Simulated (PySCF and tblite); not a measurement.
Results of a calculation; reference values are marked as such.
C7H14Si, numbered as in [SiH3:1][C@@H:2]1[CH2:3][CH2:4][CH2:5][C:6]12[CH2:7][CH2:8]2.

The ensemble was built from 60 distance-geometry starts (ETKDG and KDG, MMFF94s, GFN2-xTB) and rests on GFN2-xTB geometries. Free energies are B3LYP-D3(BJ)/def2-SVP single points with GFN2-xTB rigid-rotor and vibrational terms (modes under about 100 cm⁻¹ blended into free rotors). Symmetry numbers and mirror images are counted. Conformers within 3 kcal/mol (GFN2-xTB free energy) were kept, 9 at most. (PySCF 2.14, tblite 0.8.)

The 5-ring runs over atoms 2–3–4–5–6.

```
conformer                                                 shape  symmetry  E(GFN2) kcal/mol
        1    5-ring twist (ring torsions 42, -32, 11, 14, -35°)        C1              0.00
        2  5-ring envelope (ring torsions -40, 24, 0, -25, 40°)        C1              0.03
```

(1) Which of these conformers is the most populated at 298.15 K, and with what share?

(2) Give the DFT energies and free energies relative to the lowest, and all weights.

(3) How does its share change from 220 K to 380 K?

Results:

(1) Conformer 1, about 79 %.

(2) 
```csv
conformer,shape,E(DFT) kcal/mol,G(298.15 K) kcal/mol,weight %
1,"5-ring twist (ring torsions 42, -32, 11, 14, -35°)",0.00,0.00,79.2
2,"5-ring envelope (ring torsions -40, 24, 0, -25, 40°)",0.99,0.79,20.8
```

(3) From 87 % to 74 %; the mixing entropy goes from 0.78 to 1.15 cal/(mol K).
